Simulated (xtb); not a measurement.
H₂O₃Si, SMILES O=[Si](O)O. All values are semi-empirical tight-binding results from xtb (GFN2-xTB unless named), good for trends rather than for accurate numbers. The structure is a stationary point at GFN2-xTB. The values are those of a single conformer.

Optimised geometry:

```xyz
6

Si     0.0000     0.0000    -0.1386
O      0.0000     0.0000    -1.6443
O      0.0000     1.2444     0.8756
O      0.0000    -1.2444     0.8756
H      0.0000     2.1379     0.5422
H      0.0000    -2.1379     0.5422
```

Task: Estimate the properties. (The exact figures need the calculation; the answer reports its results.)

Result: 
```json
{
  "point_group_as_xtb_finds_it": "C2v",
  "orbital_gap": "6.94 eV",
  "dipole_moment": "2.09 D",
  "zero_point_energy": "19.8 kcal/mol",
  "G − E(el) at 298.15 K (modified RRHO)": "2.9 kcal/mol",
  "static polarisability (D4 model)": "49.7 bohr³",
  "solvation energy, GFN2-xTB/ALPB(water)": "-7.9 kcal/mol",
  "solvation energy, GFN2-xTB/ALPB(dmf)": "-9.7 kcal/mol"
}
```

Task: Give the atomic charges and the Wiberg bond orders between heavy atoms. (An estimate is asked for; the answer gives what the named calculation found.)

Result: charges (e) Si1 0.58, O2 -0.40, O3 -0.40, O4 -0.40, H5 0.31, H6 0.31. Bond orders Si1–O2 2.07, Si1–O3 1.24, Si1–O4 1.24.
